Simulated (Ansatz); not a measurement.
Consider the redistribution: `[F][InH2]` + `[I][SnH2][I]` → `[F][InH][I]` + `[SnH3][I]`.

Program: Ansatz. Geometries: PBE0-D4/def2-TZVP. ΔE: electronic, gas phase. CBS: MP2 limit from def2 TZ/QZ plus the TZ coupled-cluster correction, frozen cores. Functionals use def2-TZVPP. B3LYP here is the variant with VWN-RPA as its local correlation; programs differ in this. def2 core potentials past Kr. For I, In, Sn outer-core shells are correlated without core-valence functions, which leaves a few kJ/mol of doubt a bond.

Task: Is it downhill or uphill in electronic energy at CCSD(T)/CBS, and by how much? (Estimate.)

Result: Computed: Downhill: ΔE = -29.9 kJ/mol.

Task: What do these levels give: BLYP-D4, B3LYP-D4, PBE, HF/def2-SVP, MP2/def2-SVP, SCS-MP2/def2-TZVPP? (Estimate.)

Result: Ansatz gave: BLYP-D4 -24.8, B3LYP-D4 -27.6, PBE -30.3, HF/def2-SVP -45.0, MP2/def2-SVP -41.0, SCS-MP2/def2-TZVPP -33.8 kJ/mol.

Largest T1 diagnostic among the species: 0.016.

The D4 term adds +5.2 kJ/mol with B3LYP and +2.8 kJ/mol with PBE0; it sums over pairs of atoms, weighted by their polarisabilities, and B3LYP, whose exchange is more repulsive, gets the larger term. From BLYP to BHLYP (50 % exact exchange), in def2-TZVPP and without D4, ΔE moves by −5.3 kJ/mol.
